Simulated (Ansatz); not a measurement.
Reaction R1 + R2 → P1, each structure at its B3LYP-D3(BJ)/def2-TZVP stationary point, reached from a drawn start (curvature not checked).
P1, H2O3S (SMILES O=S(O)O) (charge 0, multiplicity 1):
```xyz
6

O      0.85045    -0.19200     1.22714
S      0.81372    -0.05443    -0.22287
O     -0.24981    -1.17544    -0.74645
O     -0.01986     1.31716    -0.51579
H     -0.83329    -1.42220    -0.00748
H     -0.56120     1.52701     0.26544
```
R1: H2O (SMILES O), charge 0, multiplicity 1.
R2: SO2 (SMILES O=S=O), charge 0, multiplicity 1.

P less R. No zero-point or thermal terms. One arrangement of each flexible species, with no search for the lowest.

Frozen-core correlation throughout.

Programs: Ansatz (an electronic-structure program). Each number belongs to the level named beside it.

Total energies in hartree:

```csv
structure,PBE/def2-TZVPPD,PBE0/def2-TZVPPD,CCSD(T)/aug-cc-pV(T+d)Z
P1,-624.786923,-624.801203,-624.344867
R1,-76.383563,-76.383289,-76.342293
R2,-548.405220,-548.414278,-548.006210
```

Task: Work out the reaction energy at each level in kcal/mol (1 hartree = 627.50947 kcal/mol), and say how far PBE/def2-TZVPPD lies from CCSD(T)/aug-cc-pV(T+d)Z.

Result: 
- PBE/def2-TZVPPD: (-624.786923) − (-76.383563) − (-548.405220) = 0.001860 hartree = 1.17 kcal/mol
- PBE0/def2-TZVPPD: (-624.801203) − (-76.383289) − (-548.414278) = -0.003636 hartree = -2.28 kcal/mol
- CCSD(T)/aug-cc-pV(T+d)Z: (-624.344867) − (-76.342293) − (-548.006210) = 0.003636 hartree = 2.28 kcal/mol
PBE/def2-TZVPPD less CCSD(T)/aug-cc-pV(T+d)Z: -1.11 kcal/mol. CCSD(T)/aug-cc-pV(T+d)Z is the level counted from, the highest shown, and no exact or measured value.
